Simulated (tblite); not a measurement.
AlCl4, charge -1, singlet, geometry from GFN2-xTB (such geometries of metal compounds can be far from the true shape); GFN1-xTB run with tblite.

tblite was given this input:
```
$ tblite run mol.xyz --method gfn1 --charge -1 --spin 0 --json tblite.json --no-restart

# file mol.xyz
5

Cl    -1.65839443    -0.37089430    -1.25730454
Al     0.00000000     0.00000000     0.00000000
Cl     0.00812152     2.03452580     0.57383638
Cl     1.78590719    -0.44613033    -1.03930391
Cl    -0.13563427    -1.21750117     1.72277208
```

Output, abridged:

```
xTB calculator
 | screened Coulomb repulsion
 | Coulomb electrostatics
 |  * isotropic Klopman-Ohno-Mataga-Nishimoto electrostatics
 |  * onsite third-order electrostatics
 | DFT-D3(BJ) dispersion correction

halogen bonding energy    0.0000000000000E+00 Eh
repulsion energy          3.0337959626741E-02 Eh
dispersion energy        -3.1039651436568E-03 Eh
number of electrons       3.2000000000000E+01 e
integral cutoff           4.0000000000000E+01 bohr

------------------------------------------------------------
  cycle        total energy    energy error   density error
------------------------------------------------------------
      1     -18.90176282401  -1.8928997E+01   4.6413829E-01
      2     -18.90263904907  -8.7622506E-04   2.7634203E-01
      3     -18.90074867361   1.8903755E-03   7.0909801E-02
      4     -18.89864514861   2.1035250E-03   8.5788539E-02
      5     -18.90525972123  -6.6145726E-03   1.1523633E-02
      6     -18.90537222279  -1.1250156E-04   1.4716565E-03
      7     -18.90536979173   2.4310579E-06   2.1034829E-03
      8     -18.90537366735  -3.8756166E-06   1.9643053E-04
      9     -18.90537370072  -3.3368835E-08   1.0074838E-05
------------------------------------------------------------

electronic energy        -1.8932607695202E+01 Eh
total energy             -1.8905373700718E+01 Eh

Post processing:
 | Mayer-Wiberg bond orders

[Info] JSON dump of results written to 'tblite.json'
```
